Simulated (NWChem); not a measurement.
# C$_{2}$H$_{2}$BF$_{2}$N; SMILES FB(F)CC#N

```xyz
8

N      0.2955    -2.6539     0.0000
C     -0.2444    -1.6308     0.0000
C     -0.9107    -0.3420     0.0000
B      0.0453     0.9123     0.0000
F     -0.4867     2.1162     0.0000
F      1.3521     0.8149     0.0000
H     -1.5766    -0.2637    -0.8774
H     -1.5766    -0.2637     0.8774
```
Atoms are numbered in this order, from 1.

Results from NWChem. Geometry: optimised at PBE0/def2-SVP. Ions are spin-unrestricted doublets at the neutral geometry; other ion states weren't tried.

```json
[
 {"level": "B3LYP/aug-cc-pVDZ", "vertical ionisation energy, ΔSCF (eV)": "12.01", "−ε(HOMO) (eV)": "9.27", "ΔSCF minus −ε(HOMO) (eV)": "2.74"},
 {"level": "PBE/aug-cc-pVDZ", "vertical ionisation energy, ΔSCF (eV)": "11.68", "−ε(HOMO) (eV)": "8.12", "ΔSCF minus −ε(HOMO) (eV)": "3.56"},
 {"level": "M06-2X/aug-cc-pVDZ", "vertical ionisation energy, ΔSCF (eV)": "___", "−ε(HOMO) (eV)": "___", "ΔSCF minus −ε(HOMO) (eV)": "___"}
]
```

Complete the blanks.


- M06-2X/aug-cc-pVDZ, vertical ionisation energy, ΔSCF (eV): 12.28
- M06-2X/aug-cc-pVDZ, −ε(HOMO) (eV): 10.84
- M06-2X/aug-cc-pVDZ, ΔSCF minus −ε(HOMO) (eV): 1.44
